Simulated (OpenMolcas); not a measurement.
A run on Au5+ among 6 point charges of -1.36 e arranged as an octahedron (Oh), 1.79 Å from the ion.

| Item | Value |
| --- | --- |
| Program | OpenMolcas |
| Method | CASSCF |
| Basis | ANO-RCC-VDZP [7s6p4d2f] |
| Scalar Hamiltonian | DKH2, point nucleus |
| Active space | 6 electrons in 5 orbitals (5d) |
| State averaging | 2S+1 = 5 even, 5 roots; 2S+1 = 3 even, 45 roots; 2S+1 = 1 even, 50 roots |
| Spin-orbit coupling | state interaction with AMFI integrals over the reference wave functions |

59 basis functions. Blocks (2S+1, parity, CSFs, roots kept): 5, even, 5, 5; 3, even, 45, 45; 1, even, 50, 50.

Question: How long do the RASSCF and RASSI steps take on 1 thread of Arm Neoverse V1 (shared host)?

Answer: About 30 s of wall time, without the integral step.
